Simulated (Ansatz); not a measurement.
**Abstraction of H: SiH(OH)3 + GeH2Br → Si(OH)3 + GeH3Br**

Gas-phase species: SiH(OH)3, singlet; GeH2Br `[GeH2][Br]`, doublet; Si(OH)3, doublet; GeH3Br `[GeH3][Br]`, singlet. A radical takes H: the energy is the difference in strength between the Si–H bond broken and the Ge–H bond made.

Shapes, held fixed at every level: PBE0-D4/def2-TZVP. Flexible molecules stand in one conformer, not always the lowest. Programs: Ansatz 0.2.0. The zero-point and thermal change to 298 K, harmonic and unscaled (PBE0-D4/def2-TZVP), is -1.0 kJ/mol.

(1) Estimate ΔH(298 K) of this reaction.

Results:

(1) The highest level, CCSD(T)/def2-TZVPP, gives ΔH(298 K) = +58.4 kJ/mol; the levels span +55.1 to +69.5. The column of differences is taken from that level and isn't an error. No measured value is set beside it here. Open shells run unrestricted. Relativity is left out for Br, Ge. Outer-core shells of Br, Ge are correlated, in sets that cover them unevenly.

```csv
level,kind,ΔH(298 K) (kJ/mol),less CCSD(T)/def2-TZVPP
MP2/def2-SVP,perturbation theory,+60.3,+1.9
HF/def2-TZVPP,Hartree–Fock,+61.6,+3.2
BHLYP-D4/def2-TZVPP,global hybrid,+65.2,+6.8
PBE0-D4/def2-TZVPP,global hybrid,+55.1,-3.3
wB97M-V/def2-TZVPP,range-separated hybrid,+69.5,+11.1
CCSD(T)/def2-SVP,coupled cluster or CI,+63.1,+4.7
CCSD(T)/def2-TZVPP,coupled cluster or CI,+58.4,0.0
```
